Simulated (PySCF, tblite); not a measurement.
`CC=[P@]1(C)C=CC(OC)=C1`. Computed geometry: GFN2-xTB, gas phase.

```
atom  x, y, z in Å
C1    -3.0812    1.1363    1.0223
C2    -1.6012    1.2843    0.7499
P3    -0.7864   -0.0017   -0.0594
C4    -1.5664   -0.2511   -1.6994
C5    -0.3889   -1.7218    0.4411
C6     0.9388   -1.8369    0.6041
C7     1.6952   -0.6776    0.1576
O8     3.0381   -0.7849    0.1988
C9     3.7841    0.3490   -0.1783
C10    0.9426    0.3869   -0.2115
H11   -3.3118    0.5257    1.8987
H12   -3.5927    0.7079    0.1614
H13   -3.4949    2.1291    1.2029
H14   -1.0323    1.5685    1.6386
H15   -2.4883   -0.8192   -1.5884
H16   -0.8846   -0.8016   -2.3459
H17   -1.7882    0.7288   -2.1197
H18   -1.1098   -2.4490    0.7794
H19    1.4617   -2.6937    0.9967
H20    4.8315    0.0747   -0.0663
H21    3.5553    1.2028    0.4671
H22    3.5852    0.6233   -1.2191
H23    1.2893    1.3473   -0.5475
```

Question: Which two atoms are farthest apart?

Answer: H13···H20, 8.67 Å; the next longest distance is 8.45 Å.

Question: How far are the heavy atoms from their best plane (unweighted least squares)?

Answer: 0.709 Å rms; C1 0.75, C2 0.51, P3 0.21, C4 1.86, C5 0.39, C6 0.60, C7 0.12, O8 0.21, C9 0.20, C10 0.32 Å (magnitudes).

Question: Work out the bond lengths C1–H11, C1–H13, P3–C5, C4–H15, C7=C10, C9–H21, C10–H23 in pm.

Answer: For C1–H11 the difference vector is (-0.2306, -0.6106, 0.8764) Å, of length 1.0927 Å. C1–H11 109.3; C1–H13 109.1; P3–C5 183.5; C4–H15 108.9; C7=C10 135.5; C9–H21 109.4; C10–H23 107.5 pm.

Question: Give the dihedral angles H18–C5–C6–C7, C5–P3–C10–H23, C5–P3–C4–H17, H14–C2–P3–C10.

Answer: H18–C5–C6–C7 -175° (antiperiplanar); C5–P3–C10–H23 177° (antiperiplanar); C5–P3–C4–H17 -176° (antiperiplanar); H14–C2–P3–C10 -47° (synclinal). Dihedral signs follow IUPAC: positive where, seen along the central bond, the front bond turns clockwise onto the rear one.

Question: What are the angles H11–C1–H13, H15–C4–H17, P3–C5–C6, O8–C7–C10, P3–C10–C7?

Answer: From the scalar product of the two bond vectors; for H11–C1–H13 it is -0.3525 Å² over 1.0927 × 1.0906 Å², cos θ = -0.2958. H11–C1–H13 107.2°; H15–C4–H17 109.7°; P3–C5–C6 109.1°; O8–C7–C10 128.6°; P3–C10–C7 110.2°.

Question: What is the repulsion energy of the bare nuclei, Σ ZA·ZB/RAB?

Answer: 624.15 Eh over 253 pairs, with full nuclear charges and distances in bohr; the largest single term is 27.62 Eh (C2 with P3).

Question: Write the matrix of distances between heavy atoms (Å, lower triangle).

Answer: 
```
C1    0.000
C2    1.512  0.000
P3    2.781  1.724  0.000
C4    3.410  2.891  1.833  0.000
C5    3.969  3.256  1.835  2.852  0.000
C6    5.017  4.027  2.605  3.755  1.343  0.000
C7    5.182  3.882  2.581  3.777  2.348  1.454  0.000
O8    6.466  5.110  3.912  5.009  3.561  2.383  1.348  0.000
C9    7.014  5.544  4.585  5.595  4.700  3.672  2.352  1.409  0.000
C10   4.275  2.864  1.779  2.986  2.578  2.369  1.355  2.436  2.842  0.000
```

Its GFN2-xTB frequencies are all real (lowest 63 cm⁻¹). The numbers are those of one conformer. 3 starts were optimised and ended at 0.00, 1.42 and 3.66 kcal/mol (GFN2-xTB); the lowest of these is shown.
